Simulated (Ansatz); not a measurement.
CuF$_{2}$ (SMILES [F][Cu][F]), doublet, geometry from GFN2-xTB (such geometries of metal compounds can be far from the true shape), atoms displaced at random by about 0.05 Å a coordinate.

Input for Ansatz (an electronic-structure program):
Ansatz 0.2 input:
```yaml
crystal:
  periodic: [false, false, false]
  atoms:
    - {symbol: Cu, position_ang: [-0.01198296, 0.07088041, -0.02497977]}
    - {symbol: F, position_ang: [-0.04933351, -0.03865288, 1.68243360]}
    - {symbol: F, position_ang: [-0.01635636, 0.03031863, -1.64914401]}
basis:
  gaussian:
    orbitals: 6-31G*
hamiltonian:
  xc: hf
magnetization: {spin_polarized: true, initial_magnetization: 1}
relax: {}
```

What is the computed Mulliken (on the basis functions themselves) charges in atom order (HF/6-31G* (Ansatz))?

Cu1 1.34, F2 -0.67, F3 -0.67

What is the computed dipole moment (HF/6-31G*)?

0.00 D

Estimate the <S^2> that HF/6-31G* returns for this input.

0.755

What number of basis functions does HF/6-31G* give?

66

Roughly what does it cost on one core?

about 11 core-seconds (a rough figure).
